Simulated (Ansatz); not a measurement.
`[NH2][AlH][SiH2]O` + H₂O → `[OH][AlH][SiH2]O` + NH₃  (formal hydrolysis of the Al–N bond)

Gas-phase electronic energies from Ansatz, PBE0-D4/def2-TZVP geometries. CCSD(T)/CBS is the MP2 limit (def2-TZVPP, def2-QZVPP) plus CCSD(T) − MP2 in def2-TZVPP, frozen cores. This one scheme is used for every species. One conformer a species, not always the lowest.

```tsv
species	CCSD(T)/CBS(def2) energy (Eh)
`[NH2][AlH][SiH2]O`	-664.64994
H₂O	-76.37941
`[OH][AlH][SiH2]O`	-684.53514
NH₃	-56.50880
```

(1) Work out ΔE.

Largest T1 diagnostic among the species: 0.013.

Answers

(1) ΔE = (-684.53514) + (-56.50880) − (-664.64994) − (-76.37941) = -0.01459 Eh = -0.40 eV.

In def2-TZVPP, CCSD(T) changes the Hartree–Fock value by +0.06 eV (the triples alone add +0.01 eV) and MP2 by +0.05 eV. Leaving LDA and LC-ωPBE aside and taking each functional with its dispersion term where it has one, the values, not all of them listed here, spread over 0.06 eV, from B97M-V to revPBE-D4. LDA lies +0.04 eV from PBE without D4.
